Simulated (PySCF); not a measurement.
BF3, charge -1, doublet, geometry from GFN2-xTB (a state made from the parent by changing its charge; the spin is typed, not shown lowest); DF-HF/6-311+G(2d,p) (PySCF).

Input for PySCF:
```python
from pyscf import gto, scf

mol = gto.Mole()
mol.atom = '''
    B    -0.01665964    0.22066266    0.40640217
    F    -1.17616439   -0.61899512    0.19030536
    F     0.04332344    1.13683746   -0.71306201
    F     1.14209631   -0.64043271    0.29697767
'''
mol.basis = '6-311+g(2d,p)'
mol.charge = -1
mol.spin = 1
mol.verbose = 5
mol.build()

mf = scf.UHF(mol)
mf = mf.density_fit(auxbasis='def2-universal-jkfit')
mf.kernel()
```

Output, abridged:

```
PySCF version 2.14.0

[INPUT] verbose = 5
[INPUT] max_memory = 4000
[INPUT] num. atoms = 4
[INPUT] num. electrons = 33
[INPUT] charge = -1
[INPUT] spin (= nelec alpha-beta = 2S) = 1
[INPUT] symmetry False subgroup None
[INPUT] Mole.unit = angstrom
[INPUT] Symbol           X                Y                Z      unit          X                Y                Z       unit  Magmom
[...]
[INPUT] ---------------- BASIS SET ----------------
[INPUT] l, kappa, [nprim/nctr], expnt,             c_1 c_2 ...
[INPUT] B
[...]
                                428.14            0.0165823
                                97.5282           0.082187
                                27.9693           0.276618
                                8.21577           0.629316
                                1.11278           0.17377
[...]
                                3.00166           0.918002
                                0.912856          -0.00265105
[...]
                                3.00166           0.236575
                                0.912856          0.816214
[...]
[INPUT] F
[...]
                                1722.35           0.0137419
                                395.746           0.0681334
                                115.139           0.233325
                                33.6026           0.589086
                                4.91901           0.299505
[...]
                                12.6323           0.920512
                                3.71756           -0.00337804
[...]
                                12.6323           0.237451
                                3.71756           0.820458
[...]
nuclear repulsion = 104.749849958579
number of shells = 44
number of NR pGTOs = 160
number of NR cGTOs = 108
basis = 6-311+g(2d,p)
ecp = {}

******** <class 'pyscf.df.df_jk.DFUHF'> ********
method = DFUHF
initial guess = minao
damping factor = 0
level_shift factor = 0
DIIS = <class 'pyscf.scf.diis.CDIIS'>
diis_start_cycle = 1
diis_space = 8
diis_damp = 0
SCF conv_tol = 1e-09
SCF conv_tol_grad = None
SCF max_cycles = 50
direct_scf = False
number electrons alpha = 17  beta = 16
Set gradient conv threshold to 3.16228e-05
******** <class 'pyscf.df.df.DF'> ********
auxbasis = def2-universal-jkfit
num shells = 100, num cGTOs = 306
size of aux basis 306
int3c2e [1/1], AO [0:44], nrow = 5886
E1 = -657.9994573255208  E2 = 230.17312291535865  Ecoul = 263.73832617782256  Exc = -33.56520326246391
init E= -323.076484451583
cond(S) = 13077.518899112862

[...]
   2.29986086   2.29986086   2.37007722   2.37007722   2.41565423
   2.4363393    2.4363393    2.50914499   2.53009395   2.61915865
   2.61915865   2.64635848   2.6616396    2.67680809   2.67680809
   2.76295535   2.76295536   2.9829154    2.9829154    3.27752285
   3.43320438   3.43320438   3.58685387   4.22757014   4.22757014
   7.15115703   7.16598579   7.16598579   7.20770429   7.20770429
   7.25186761   7.25309702   7.41371224   7.41371225   9.93688045
   9.95364596   9.95364596   9.95870131  10.01203638  10.02116442
  10.02116442  10.05643616  10.05643616  10.25268542  10.28237115
  10.28237115  10.42077124  10.63099671  10.63099672  15.90114268
  69.09555328  69.1199717   69.11997171]
  beta  mo_energy =
[-26.0428588  -26.04285879 -26.04283625  -7.47827395  -1.36098251
  -1.31821487  -1.31821486  -0.55659737  -0.48083246  -0.48083246
  -0.435998    -0.4051124   -0.40511239  -0.37872538  -0.37872538
  -0.36818651   0.21039299   0.22102394   0.22102394   0.22818893
   0.38311448   0.48540873   0.48540873   0.50599545   0.51753554
   0.51753554   0.54585625   0.54585625   0.55378412   0.59880516
   0.59880516   0.60082582   0.6033319    0.73797743   0.74369221
   0.74369221   0.81847707   0.84138655   0.84138655   1.01957278
   1.05529447   1.05529447   1.14527716   1.22092463   1.22092463
   1.76249445   1.76249445   1.7877818    1.84234961   1.84234961
   1.89991373   1.90234539   1.92257237   1.92257237   2.30593548
   2.30593548   2.30698431   2.37801584   2.37801585   2.42562525
   2.44297915   2.44297915   2.53180733   2.54431372   2.62320848
   2.62320849   2.6465451    2.67427861   2.68289839   2.68289839
   2.78168471   2.78168472   2.99872696   2.99872697   3.28894175
   3.43971276   3.43971276   3.59479019   4.23475024   4.23475024
   7.15358967   7.16727763   7.16727763   7.21482391   7.21482391
   7.25431973   7.25875223   7.41632472   7.41632473   9.94230367
   9.95666463   9.95666463   9.96441413  10.01319503  10.02633938
  10.02633938  10.06189493  10.06189493  10.25735206  10.28559802
  10.28559802  10.42424854  10.63444482  10.63444483  15.91740591
  69.09741663  69.12182238  69.12182238]
multiplicity <S^2> = 0.75198252  2S+1 = 2.0019815
E1 = -668.7465341920745  E2 = 240.74579239088936  Ecoul = 275.1767029871528  Exc = -34.43091059626343
Extra cycle  E= -323.250891842606  delta_E= -2.36e-11  |g|= 2.6e-06  |ddm|= 1.11e-05
converged SCF energy = -323.250891842606  <S^2> = 0.75198252  2S+1 = 2.0019815
```
